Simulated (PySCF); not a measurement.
**Electron correlation in Eu⁴⁴⁺ (europium, charge +44)**

Starting occupation: [Ar] 3d1, 3d5/2 with m_j = +5/2. Calculation: PySCF 2.14, in an even-tempered Gaussian basis (16 s from 10 bohr⁻², ratio 2.8; 12 p from 13 bohr⁻², ratio 2.8; 8 d from 13 bohr⁻², ratio 2.8; 3 f from 40 bohr⁻², ratio 3); X2C-1e with screened-nucleus spin-orbit coupling, Gaussian nucleus. Frozen: [Ne]; 9 electrons correlated; the 74 highest virtual spinors left out.

MP2 pair energies summed by pair of shells (mhartree):

```json
{"pair": "3p1/2-3p3/2", "energy": "-145.14", "share (%)": "31.9"}
{"pair": "3p3/2-3p3/2", "energy": "-139.21", "share (%)": "30.6"}
{"pair": "3p1/2-3p1/2", "energy": "-41.48", "share (%)": "9.1"}
{"pair": "3d5/2-3p3/2", "energy": "-36.46", "share (%)": "8.0"}
{"pair": "3p3/2-3s1/2", "energy": "-33.27", "share (%)": "7.3"}
{"pair": "3d5/2-3p1/2", "energy": "-19.07", "share (%)": "4.2"}
{"pair": "3p1/2-3s1/2", "energy": "-17.43", "share (%)": "3.8"}
{"pair": "3s1/2-3s1/2", "energy": "-13.84", "share (%)": "3.0"}
{"pair": "3d5/2-3s1/2", "energy": "-9.11", "share (%)": "2.0"}
```

Total MP2 correlation energy: -455.02 mhartree.

At this charge the one-electron X2C treatment keeps the bare 1/r₁₂, with no two-electron picture change or Breit term. The effect here is smaller than on the frozen 1s shell.
